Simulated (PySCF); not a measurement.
## Stationary points of WO2I2

Method: PBE0/[W def2-SVP with ECP60, O def2-SVP, I def2-SVP with ECP28], scalar-relativistic core potentials, density fitting, no spin–orbit coupling, PySCF.

Relaxations began from a few typed shapes. The search is not exhaustive: other isomers or separated fragments can lie lower, and high-lying points may rest on an excited occupation.

| spin | group | bonds | angles | imaginary modes (cm⁻¹) | ΔE (kJ/mol) | ΔE with ZPE (kJ/mol) |
| --- | --- | --- | --- | --- | --- | --- |
| singlet | C2v | W–I 2.619 Å (×2), W–O 1.693 Å (×2) | I–W–I 114.7°, I–W–O 108.8° (×4), O–W–O 106.6° | none | 0.0 | 0.0 |
| singlet | D2h | W–I 2.675 Å (×2), W–O 1.771 Å (×2) | I–W–I 180.0°, I–W–O 90.0° (×4), O–W–O 180.0° | 579i, 292i, 74i | 557.5 | – |

The lowest minimum found is the singlet C2v: W–I 2.619 Å (×2), W–O 1.693 Å (×2); I–W–I 114.7°, I–W–O 108.8° (×4), O–W–O 106.6°.

Formally W is in oxidation state +6, d0. The polar-tensor charge on W, 1.86, is far below the formal one.

For the lowest minimum: no spin–orbit coupling is included, which matters more the heavier the element.
